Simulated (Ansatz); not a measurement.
`BN=CF` + `C[SeH]` → `B[Se]C` + `N=CF` at 298.15 K and 1 bar (ligand exchange at a B–N bond).

Isolated molecules relaxed with PBE0-D4/def2-TZVP in Ansatz; ΔE leaves out vibrations. CCSD(T)/CBS is the MP2 limit (def2-TZVPP, def2-QZVPP) plus CCSD(T) − MP2 in def2-TZVPP, frozen cores. This one scheme is used for every species. For Se outer-core shells are correlated without core-valence functions, which leaves a few kJ/mol of doubt a bond. Scalar relativity is left out up to krypton. One conformer a species, not always the lowest.

```json
{"species": "`BN=CF`", "CCSD(T)/CBS energy (Eh)": "-219.13545", "H − E (kJ/mol)": "131.7", "S (J/(mol·K))": "285.1"}
{"species": "`C[SeH]`", "CCSD(T)/CBS energy (Eh)": "-2441.15625", "H − E (kJ/mol)": "129.5", "S (J/(mol·K))": "267.5"}
{"species": "`B[Se]C`", "CCSD(T)/CBS energy (Eh)": "-2466.56684", "H − E (kJ/mol)": "169.4", "S (J/(mol·K))": "301.6"}
{"species": "`N=CF`", "CCSD(T)/CBS energy (Eh)": "-193.72220", "H − E (kJ/mol)": "98.3", "S (J/(mol·K))": "248.2"}
```

H − E and S are ideal-gas, rigid-rotor, harmonic terms from PBE0-D4/def2-TZVP, for one conformer and one mirror image of each species. 1 Eh = 2625.50 kJ/mol, R = 8.31446 J/(mol·K).

Question: By hand: ΔE, ΔH, ΔS and ΔG.

Answer: ΔE = (-2466.56684) + (-193.72220) − (-219.13545) − (-2441.15625) = 0.00266 Eh = 7.0 kJ/mol. Δ(H − E) = 169.4 + 98.3 − 131.7 − 129.5 = 6.5, so ΔH = 13.5 kJ/mol. ΔS = 301.6 + 248.2 − 285.1 − 267.5 = -2.8 J/(mol·K). ΔG = 13.5 − 298.15 × (-2.8)/1000 = 14.3 kJ/mol.

Question: By hand: the equilibrium constant, and the temperature at which ΔG would vanish if ΔH and ΔS stayed fixed.

Answer: log₁₀ K = −ΔG/(RT ln 10) = -2.5. ΔH and −TΔS have one sign here, so there is no such temperature. One of them is within its doubt of zero, so this could turn.

The number of gas molecules stays the same, so ΔS is small and ΔH decides. A doubt of 5 kJ/mol in ΔE shifts log₁₀ K by 0.9 here. Other conformers and mirror images would add mixing entropy, several J/(mol·K) or more a flexible species. These are equilibria of isolated gas molecules and say nothing of rates. Largest T1 diagnostic: 0.015 (customary marks: 0.02 for closed shells, 0.045 for open ones).
